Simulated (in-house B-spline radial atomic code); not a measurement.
The numbers below are computed, except where a source is named.
## Making a Troullier-Martins d channel for Ni, r_c = 2.38 bohr

Ni, [Ar] 3d8 4s2, non-relativistic LDA (VWN5), spherical and spin-unpolarised, from a B-spline radial code for spherical atoms (atomic units). The all-electron 3d level is ε = -0.348700 hartree and its outer maximum at 0.63 bohr.

Inside r_c the pseudo-orbital is u(r) = r^3 exp(p(r)), with p = c0 + c2 r² + c4 r⁴ + … + c12 r¹². The seven coefficients follow from p and its first four derivatives at r_c, from zero curvature of the screened potential at the origin, c4 = −c2²/(2l + 5), and from the norm inside r_c. At r_c the all-electron orbital has P = 0.2448007, P' = -0.217846, the screened potential V = -0.4685246, V' = 0.4173455, V'' = -0.5854285, and the norm inside is Q = 0.9658887.

**Question.** What are p, p' and p'' at r_c?

**Answer.** p = ln(P/r_c^3) = ln(0.2448007/13.4813) = -4.00861. p' = P'/P − 3/r_c = -0.88989 − 1.26050 = -2.15040. The radial equation gives p'' = 2(V − ε) − 2(3) p'/r_c − p'² = -0.23965 − (-5.42116) − 4.62420 = 0.55732. Differentiating, p''' = 2V' + 2(3)p'/r_c² − 2(3)p''/r_c − 2p'p'' = -0.45121, and p'''' = 2V'' − 4(3)p'/r_c³ + 4(3)p''/r_c² − 2(3)p'''/r_c − 2p''² − 2p'p''' = 0.49967.

For a trial c2 the five matching conditions are linear in c0, c6, c8, c10 and c12, and c2 is varied until the norm inside r_c equals Q. The root nearest zero gives:

| n | c_n |
| --- | --- |
| 0 | 1.695046 |
| 2 | -1.522074 |
| 4 | -0.257412 |
| 6 | 0.1956088 |
| 8 | -0.04138703 |
| 10 | 0.003951581 |
| 12 | -0.0001456171 |

**Question.** Check c4 and p(r_c), and find the screened pseudopotential at the origin.

**Answer.** −c2²/9 = -0.257412, as listed. The terms c_n r_c^n are 1.69505, -8.62163, -8.25917, 35.55087, -42.60690, 23.04308, -4.80990, which sum to -4.00861. Inverting the radial equation, V_l(r) = ε + 3 p'/r + (p'' + p'²)/2, so V_l(0) = ε + (2l + 3) c2 = -0.3487 + 7 × (-1.52207) = -11.0032 hartree, finite where the all-electron potential diverges.

Orbitals and screened potentials:

| r (bohr) | P | u | V all-electron | V pseudo |
| --- | --- | --- | --- | --- |
| 0.238 | 0.4739 | 0.06731 | -58.32 | -10.97 |
| 0.595 | 0.982 | 0.6534 | -11.27 | -10.03 |
| 0.952 | 0.8527 | 1.08 | -3.876 | -6.572 |
| 1.309 | 0.6392 | 0.8361 | -1.818 | -2.174 |
| 1.666 | 0.4649 | 0.5114 | -1.032 | -0.09108 |
| 2.023 | 0.3369 | 0.3392 | -0.6657 | -0.2524 |
| 2.38 | 0.2448 | 0.2448 | -0.4685 | -0.4685 |

Logarithmic derivatives P'/P at R = 2.68 bohr, for energies E around ε:

| E − ε (hartree) | all-electron | pseudo |
| --- | --- | --- |
| -0.5 | 1.3088 | 1.36439 |
| -0.25 | 1.02489 | 1.08624 |
| -0.1 | 0.642758 | 0.692757 |
| 0 | -0.882065 | -0.882063 |
| 0.1 | 2.10139 | 2.39051 |
| 0.25 | 1.20134 | 1.38879 |
| 0.5 | 0.778295 | 0.992897 |
